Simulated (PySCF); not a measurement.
A structure optimised at ωB97X-D3(BJ)/def2-TZVPD, used in a PySCF frequency run:

```xyz
3

Al     0.0000     0.0000     0.0000
H      0.0000     0.0000    -1.5479
H      0.0000     0.0000     1.5479
```
Charge +1, spin multiplicity 1.

### Question
Write its SMILES, formula and point group.

### Answer
[AlH2+], AlH₂, D∞h

### Question
What are its rotational constants (standard atomic weights)?

### Answer
104.62 GHz (linear rotor, B only)
